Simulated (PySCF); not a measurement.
CH₄ClFOSi₂, SMILES O=C([SiH3])[Si@@H](F)Cl. Heavy atoms are numbered as in [O:1]=[C:2]([SiH3:3])[Si@@H:4]([F:5])[Cl:6]. Hydrogens are named by the atom that carries them.

Geometry optimised at TPSSh-D3(BJ)/def2-SVP. The structure was generated by enumeration; whether it is a known compound was not checked. One conformer was computed; it need not be the lowest.

Method: PBE/pcSseg-1 in PySCF.

GIAO shieldings, no solvent; atoms alike by connectivity are averaged. δ = σ(ref) − σ: ¹⁷O against H2O (σ = 334.3 ppm); ¹³C against TMS (σ = 182.0 ppm); ²⁹Si against TMS (σ = 335.4 ppm); ¹⁹F against CFCl3 (σ = 133.6 ppm); ³⁵Cl against HCl (σ = 936.5 ppm); ¹H against TMS (σ = 31.49 ppm), references at their B3LYP-D3(BJ)/def2-TZVP geometries, non-relativistic (without spin–orbit terms, shifts of atoms bonded to Cl or Br come out too high).

Question: Estimate the chemical shifts. (An estimate is asked for; the answer gives what the named calculation found.)

Answer: 
| nucleus | atoms | count | δ (ppm) |
|---|---|---|---|
| ¹⁷O | O1 | 1 | 1113.8 |
| ¹³C | C2 | 1 | 294.7 |
| ²⁹Si | Si4 (SiH) | 1 | -36.7 |
| ²⁹Si | Si3 (SiH3) | 1 | -91.5 |
| ¹⁹F | F5 | 1 | -185.1 |
| ³⁵Cl | Cl6 | 1 | 82.2 |
| ¹H | H on Si4 | 1 | 5.14 |
| ¹H | H on Si3 | 3 | 4.48 |
